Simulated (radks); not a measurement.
Values are calculated unless marked as measured or tabulated.
The silicon ion Si10+, configuration [He] 2s2 (the NIST ground configuration).

Level of theory: scalar-relativistic Kohn-Sham, PBE, spin-polarised, spherical densities, finite nucleus; Fermi nuclear charge, rms radius 3.1224 fm (a radial shooting solver on a logarithmic mesh with Libxc functionals).

Energy parts (hartree):
| part | energy |
|---|---|
| total | -224.41967 |
| kinetic | 225.40489 |
| electron-nucleus | -470.24074 |
| Hartree | 31.33092 |
| exchange-correlation | -10.91474 |

Orbitals (lengths in bohr, moments of r in powers of bohr):
orbital,occ.,eigenvalue (hartree),<r^2>,<1/r>
1s,2,-81.35535,0.01638,13.70
2s,2,-16.69648,0.2689,3.090
2p,0,-15.65312,0.2117,3.019
3s,0,-6.71323,1.473,1.294
3d,0,-6.14890,1.034,1.236

The highest occupied level is 2s at -454.33 eV. The electron density at the nucleus is 1975 e/bohr^3 (large components only). For comparison, the ionisation energy in NIST's Atomic Spectra Database is 476.27 eV (semi-empirical). In exact Kohn-Sham theory the highest level is minus the ionisation energy, but local and semilocal functionals leave it too shallow, through self-interaction and a potential that decays too fast; potentials with the right tail come closer. The density falls to 0.001 e/bohr^3 at r = 1.29 bohr.
